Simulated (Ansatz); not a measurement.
A single Dy atom.

Basis set: def2-TZVPP. Charge 3. Computed with Ansatz (development build ahead of 0.2.0); the lowest solution found for each multiplicity.

Question: How do the multiplicities compare at this shape? Give, from the lowest of each method, PBE0 (unrestricted) for 4, 6.

Answer:

```
            method  multiplicity  E (eV)  <S²>
PBE0, unrestricted             4   2.570  5.27
PBE0, unrestricted             6   0.000  9.29
```

Caution for PBE0, unrestricted: the unrestricted determinant is a mixture of spin states.
